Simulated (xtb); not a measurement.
xtb input (GFN1-xTB):

```bash
xtb mol.xyz --gfn 1 --sp --chrg -2 --uhf 0
```
mol.xyz:
```
5

Mo     0.00000000    -0.00000000     0.00000000
S      1.32957908    -0.54288686    -1.67786719
S      1.18005759     0.12896991     1.86241130
S     -0.94320525     1.95433322    -0.41071952
S     -1.56643142    -1.54041627     0.22617541
```

Output:

```
           -------------------------------------------------
          |                Calculation Setup                |
           -------------------------------------------------

           -------------------------------------------------
          |                 G F N 1 - x T B                 |
           -------------------------------------------------

        Reference                      10.1021/acs.jctc.7b00118
      * Hamiltonian:
        H0-scaling (s, p, d)           1.850000    2.250000    2.000000
        zeta-weighting                 0.000000
      * Dispersion:
        s8                             2.400000
        a1                             0.630000
        a2                             5.000000
        s9                             0.000000
      * Repulsion:
        kExp                           1.500000
        rExp                           1.000000
      * Coulomb:
        alpha                          2.000000
        third order                    atomic
        anisotropic                    false
      * Halogen bond correction:
        rad-scale                      1.300000
        damping                        0.440000

          ...................................................
          :                      SETUP                      :
          :.................................................:
          :  # basis functions                  50          :
          :  # atomic orbitals                  45          :
          :  # shells                           15          :
          :  # electrons                        32          :
          :  # halogen bonds                     0          :
          :  max. iterations                   250          :
          :  Hamiltonian                  GFN1-xTB          :
          :  restarted?                      false          :
          :  GBSA solvation                  false          :
          :  PC potential                    false          :
          :  electronic temp.          300.0000000     K    :
          :  accuracy                    1.0000000          :
          :  -> integral cutoff          0.2500000E+02      :
          :  -> integral neglect         0.1000000E-07      :
          :  -> SCF convergence          0.1000000E-05 Eh   :
          :  -> wf. convergence          0.2000000E-04 e    :
          :  Broyden damping             0.4000000          :
          :  net charge                         -2          :
          :  unpaired electrons                  0          :
          ...................................................

 iter      E             dE          RMSdq      gap      omega  full diag
   1    -17.3398371 -0.173398E+02  0.973E+00    2.49       0.0  T
   2    -17.3805048 -0.406676E-01  0.535E+00    3.03       1.0  T
   3    -17.3852051 -0.470039E-02  0.297E+00    2.83       1.0  T
   4    -17.3858699 -0.664795E-03  0.105E-01    2.89       1.0  T
   5    -17.3858747 -0.477541E-05  0.300E-02    2.88       1.5  T
   6    -17.3858747 -0.187872E-07  0.101E-03    2.88      44.1  T
   7    -17.3858747 -0.128217E-08  0.256E-05    2.88    1745.2  T
   8    -17.3858747  0.248690E-12  0.152E-05    2.88    2936.0  T

   *** convergence criteria satisfied after 8 iterations ***

         #    Occupation            Energy/Eh            Energy/eV
      -------------------------------------------------------------
         1        2.0000           -0.4458741             -12.1329
       ...           ...                  ...                  ...
        10        2.0000           -0.0609436              -1.6584
        11        2.0000           -0.0441724              -1.2020
        12        2.0000           -0.0441724              -1.2020
        13        2.0000           -0.0441724              -1.2020
        14        2.0000           -0.0162402              -0.4419
        15        2.0000           -0.0162402              -0.4419
        16        2.0000           -0.0162402              -0.4419 (HOMO)
        17                          0.0896447               2.4394 (LUMO)
        18                          0.0896447               2.4394
        19                          0.1413954               3.8476
        20                          0.1413954               3.8476
        21                          0.1413954               3.8476
       ...                                ...                  ...
        45                          0.8775330              23.8789
      -------------------------------------------------------------
                  HL-Gap            0.1058849 Eh            2.8813 eV
             Fermi-level            0.0367023 Eh            0.9987 eV

 SCC (total)                   0 d,  0 h,  0 min,  0.014 sec
 SCC setup                      ...        0 min,  0.000 sec (  1.387%)
 Dispersion                     ...        0 min,  0.000 sec (  0.333%)
 classical contributions        ...        0 min,  0.000 sec (  0.183%)
 integral evaluation            ...        0 min,  0.004 sec ( 28.599%)
 iterations                     ...        0 min,  0.005 sec ( 32.134%)
 molecular gradient             ...        0 min,  0.005 sec ( 35.381%)
 printout                       ...        0 min,  0.000 sec (  1.786%)

         :::::::::::::::::::::::::::::::::::::::::::::::::::::
         ::                     SUMMARY                     ::
         :::::::::::::::::::::::::::::::::::::::::::::::::::::
         :: total energy             -17.321011509118 Eh    ::
         :: gradient norm              0.010116399732 Eh/a0 ::
         :: HOMO-LUMO gap              2.881274055345 eV    ::
         ::.................................................::
         :: SCC energy               -17.385874731205 Eh    ::
         :: -> electrostatic           0.472945836559 Eh    ::
         :: repulsion energy           0.069271206696 Eh    ::
         :: dispersion energy         -0.004407984609 Eh    ::
         :: halogen bond corr.         0.000000000000 Eh    ::
         :: add. restraining           0.000000000000 Eh    ::
         :: total charge              -2.000000000000 e     ::
         :::::::::::::::::::::::::::::::::::::::::::::::::::::

           -------------------------------------------------
          |                Property Printout                |
           -------------------------------------------------

    * Orbital Energies and Occupations

         #    Occupation            Energy/Eh            Energy/eV
      -------------------------------------------------------------
         1        2.0000           -0.4458741             -12.1329
       ...           ...                  ...                  ...
         4        2.0000           -0.4395146             -11.9598
         5        2.0000           -0.1072159              -2.9175
         6        2.0000           -0.0646468              -1.7591
         7        2.0000           -0.0646468              -1.7591
         8        2.0000           -0.0646468              -1.7591
         9        2.0000           -0.0609436              -1.6584
        10        2.0000           -0.0609436              -1.6584
        11        2.0000           -0.0441724              -1.2020
        12        2.0000           -0.0441724              -1.2020
        13        2.0000           -0.0441724              -1.2020
        14        2.0000           -0.0162402              -0.4419
        15        2.0000           -0.0162402              -0.4419
        16        2.0000           -0.0162402              -0.4419 (HOMO)
        17                          0.0896447               2.4394 (LUMO)
        18                          0.0896447               2.4394
        19                          0.1413954               3.8476
Note: The following floating-point exceptions are signalling: IEEE_DENORMAL
normal termination of xtb
        20                          0.1413954               3.8476
        21                          0.1413954               3.8476
        22                          0.3702128              10.0740
        23                          0.3861311              10.5072
        24                          0.3861311              10.5072
        25                          0.3861311              10.5072
        26                          0.3880812              10.5602
        27                          0.3880812              10.5602
       ...                                ...                  ...
        45                          0.8775330              23.8789
      -------------------------------------------------------------
                  HL-Gap            0.1058849 Eh            2.8813 eV
             Fermi-level            0.0367023 Eh            0.9987 eV

  Mulliken/CM5 charges         n(s)   n(p)   n(d)
     1Mo    0.47522  0.93999   0.643  1.139  3.743
     2S    -0.61880 -0.73500   1.870  4.766 -0.017
     3S    -0.61880 -0.73500   1.870  4.766 -0.017
     4S    -0.61880 -0.73500   1.870  4.766 -0.017
     5S    -0.61880 -0.73500   1.870  4.766 -0.017

Wiberg/Mayer (AO) data.
largest (>0.10) Wiberg bond orders for each atom

 ---------------------------------------------------------------------------
     #   Z sym  total        # sym  WBO       # sym  WBO       # sym  WBO
 ---------------------------------------------------------------------------
     1  42 Mo   7.286 --     2 S    1.822     5 S    1.822     4 S    1.822
                             3 S    1.822
     2  16 S    2.160 --     1 Mo   1.822     3 S    0.113     4 S    0.113
                             5 S    0.113
     3  16 S    2.160 --     1 Mo   1.822     4 S    0.113     5 S    0.113
                             2 S    0.113
     4  16 S    2.160 --     1 Mo   1.822     3 S    0.113     5 S    0.113
                             2 S    0.113
     5  16 S    2.160 --     1 Mo   1.822     4 S    0.113     3 S    0.113
                             2 S    0.113
 ---------------------------------------------------------------------------

Topologies differ in total number of bonds
Writing topology from bond orders to xtbtopo.mol

 dipole moment from electron density (au)
     X       Y       Z
   0.0000  -0.0000  -0.0000  total (Debye):    0.000

           -------------------------------------------------
          | TOTAL ENERGY              -17.321011509118 Eh   |
          | GRADIENT NORM               0.010116399732 Eh/α |
          | HOMO-LUMO GAP               2.881274055345 eV   |
           -------------------------------------------------

------------------------------------------------------------------------
------------------------------------------------------------------------
 total:
 SCF:
```
